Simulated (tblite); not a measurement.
Compound: C₄H₅F₃O₃S.
Z-matrix (Å and degrees, GFN2-xTB geometry), rows numbered from 1:
```
C 
S   1  1.7873
O   2  1.4271  1  112.23
O   2  1.4258  1  111.11  3   133.94
O   2  1.6455  1   97.70  3  -113.15
C   5  1.3996  2  113.69  1   160.79
C   6  1.5035  5  112.68  2   -81.99
F   7  1.3453  6  113.67  5   172.59
C   7  1.3260  6  127.70  5    -7.27
F   9  1.3222  7  125.20  6   179.85
F   9  1.3257  7  124.45  6    -2.09
H   1  1.0820  2  108.09  3   -75.04
H   1  1.0804  2  106.73  3   165.39
H   1  1.0805  2  107.50  3    45.44
H   6  1.0971  5  107.46  2   157.20
H   6  1.0986  5  110.30  2    38.79
```

Computed values, GFN2-xTB/tblite, gas phase, harmonic and unscaled. This tight-binding method is rough: wavenumbers can miss measured ones by several per cent, in bad cases by 10 to 20. One conformer, not necessarily the lowest.

Harmonic wavenumbers (cm⁻¹): 42.9, 55.4, 74.8, 98.8, 139.0, 152.3, 198.7, 224.8, 252.9, 281.7, 348.2, 366.1, 429.8, 454.5, 460.3, 466.5, 501.8, 592.8, 643.7, 729.3, 745.7, 843.9, 862.8, 972.0, 1078.5, 1117.9, 1144.0, 1187.3, 1199.7, 1211.9, 1263.8, 1291.8, 1310.5, 1406.2, 1407.0, 1416.6, 1795.3, 2894.3, 2915.8, 3073.5, 3095.8, 3106.9.

A = 1745, B = 695.6, C = 584.5 MHz; mass 189.991 u (most abundant isotopes); point group C1, symmetry number 1.

Question: Zero-point energy?

Answer: ½Σν̃ = 20928 cm⁻¹ = 250.35 kJ/mol.

Question: What is S at 273.15 K and 1 bar for an ideal gas of classical rigid rotors and harmonic oscillators?

Answer: Translation 172.47, rotation 126.50, vibration 147.65: S = 446.6 J/(mol K).

Question: And Cp and H(273.15 K) − H(0)?

Answer: Cp = 173.84 J/(mol K), of which vibrations give 140.58 (their classical limit is 42 R = 349.2); H(273.15 K) − H(0) = 29.95 kJ/mol without the zero-point energy, 20.87 from vibrations.

Question: How do the functions run with temperature in this model?

Answer: 
| T (K) | S (J/(mol K)) | Cp (J/(mol K)) | H − H(0) (kJ/mol) | G − H(0) (kJ/mol) | ln q(vib) |
| --- | --- | --- | --- | --- | --- |
| 100 | 315.9 | 94.4 | 6.29 | -25.30 | 2.49 |
| 200 | 397.2 | 143.9 | 18.31 | -61.14 | 6.06 |
| 300 | 463.4 | 183.9 | 34.76 | -104.26 | 9.47 |
| 500 | 572.6 | 244.5 | 78.04 | -208.27 | 15.72 |
| 800 | 700.1 | 296.3 | 160.02 | -400.06 | 23.89 |
| 1000 | 768.6 | 316.8 | 221.45 | -547.11 | 28.65 |

q(vib) and H(0) count from the zero-point level.

Question: Blend soft modes into free rotors: weight 1/[1 + (100 cm⁻¹/ν̃)⁴] for the oscillator and the rest for a rotor with moment μB/(μ + B), μ = h/(8π²ν), B = 10⁻⁴⁴ kg m². What vibrational entropy results?

Answer: 134.31 J/(mol K) in place of 147.65, which changes −T·S at 273.15 K by +3.64 kJ/mol.

Question: Which modes carry the vibrational entropy at 273.15 K?

Answer: 42.9 cm⁻¹: 20.70; 55.4 cm⁻¹: 18.58; 74.8 cm⁻¹: 16.11; 98.8 cm⁻¹: 13.84; 139.0 cm⁻¹: 11.09; 152.3 cm⁻¹: 10.37 J/(mol K); the other 36 give 56.96 together.

Hindered rotation and anharmonicity are outside this model. Other conformers, if any are populated, would add a mixing term that is left out. The structure is chiral; the term R ln 2 for an equal mix with its mirror image is left out.

The run took 0.52 s of wall time on an Intel Xeon 6975P-C with one thread, shared host with 192 logical CPUs at a one-minute load of 40. This covers the Hessian and the dipole derivatives.
